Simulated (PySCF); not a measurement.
C6H5O (anion, charge -1), SMILES [O-]c1ccccc1, singlet, GFN2-xTB optimised geometry.

```
12

O      1.48    -2.24     0.00
C      0.79    -1.18     0.00
C     -0.64    -1.18     0.00
C     -1.38    -0.02     0.00
C     -0.76     1.22     0.00
C      0.63     1.27     0.00
C      1.38     0.12     0.00
H     -1.14    -2.14     0.00
H     -2.46    -0.08     0.00
H     -1.35     2.13     0.00
H      1.12     2.24     0.00
H      2.46     0.19     0.00
```

Density from PBE/def2-TZVPD run with PySCF at that geometry.

Minimum of the electron density along straight lines between bonded atoms, close to the bond critical point (lines longer than 1.1 times the sum of covalent radii, or with two minima, are not listed):

| bond | length / Å | ρ at the minimum / e bohr⁻³ | ∇²ρ there / e bohr⁻⁵ | position (fraction from the first atom) |
|---|---|---|---|---|
| O1–C2 | 1.261 | 0.377 | -0.62 | 0.66 |
| C2–C3 | 1.432 | 0.295 | -0.81 | 0.50 |
| C3–C4 | 1.372 | 0.323 | -0.93 | 0.49 |
| C4–C5 | 1.390 | 0.313 | -0.89 | 0.51 |
| C5–C6 | 1.390 | 0.313 | -0.89 | 0.50 |
| C2–C7 | 1.432 | 0.295 | -0.81 | 0.50 |
| C6–C7 | 1.372 | 0.323 | -0.93 | 0.51 |
| C3–H8 | 1.086 | 0.277 | -0.94 | 0.64 |
| C4–H9 | 1.090 | 0.275 | -0.93 | 0.63 |
| C5–H10 | 1.085 | 0.275 | -0.92 | 0.63 |
| C6–H11 | 1.090 | 0.275 | -0.93 | 0.63 |
| C7–H12 | 1.086 | 0.277 | -0.94 | 0.64 |
